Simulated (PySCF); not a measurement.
The same gas-phase reaction for Cu, Ag, Au:
- 2 CuF + C2F6 → 2 Cu + 2 CF4
- 2 AgF + C2F6 → 2 Ag + 2 CF4
- 2 AuF + C2F6 → 2 Au + 2 CF4

Method: PySCF energies (xtb for GFN2) plus ideal-gas RRHO corrections (1 bar). † marks an energy on the PBE0/def2-TZVP geometry and frequencies; other levels use their own. MP2 freezes the core. Open shells (unrestricted): Cu (multiplicity 2), Ag (multiplicity 2), Au (multiplicity 2); the rest are closed-shell singlets. GFN2 has no spin-polarisation term. Ag, Au: scalar-relativistic def2 core potential, no spin-orbit coupling. Cu: all electrons, no relativistic terms. MP2 isn't extrapolated to the basis-set limit.

ΔH°(298 K) in kJ, by level:

```csv
level,Cu,Ag,Au
ωB97M-V/def2-TZVP†,(withheld),-9.4,-121.2
MP2/def2-SVP†,(withheld),-90.4,-231.6
GFN2-xTB,(withheld),340.6,156.4
PBE/def2-TZVP†,98.9,-35.2,-102.1
ωB97X-V/def2-TZVP†,(withheld),-9.9,-111.8
PBE0/def2-TZVP,(withheld),-68.3,-152.5
LDA/def2-TZVP†,(withheld),-38.1,-88.4
```

Q: What belongs in the gaps?

A: 
- ωB97M-V/def2-TZVP†, Cu: 115.1
- MP2/def2-SVP†, Cu: 86.9
- GFN2-xTB, Cu: 707.2
- ωB97X-V/def2-TZVP†, Cu: 121.0
- PBE0/def2-TZVP, Cu: 63.9
- LDA/def2-TZVP†, Cu: 112.1
